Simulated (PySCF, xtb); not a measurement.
SbF2, SMILES [F][Sb+][F] (connectivity only; charge and spin as stated), charge +1, multiplicity 1.

Harmonic wavenumbers (cm⁻¹) from GFN2-xTB in xtb 6.7.1 at its own minimum, in rising order: 181, 437, 456.

What does B3LYP-D3(BJ)/def2-TZVP (PySCF) give at its own minimum? (The exact figures need the calculation; the answer reports its results.)

223, 710, 721. Paired by order, the mean absolute difference is 193 cm⁻¹ and the zero-point energies are 1.5 and 2.4 kcal/mol.
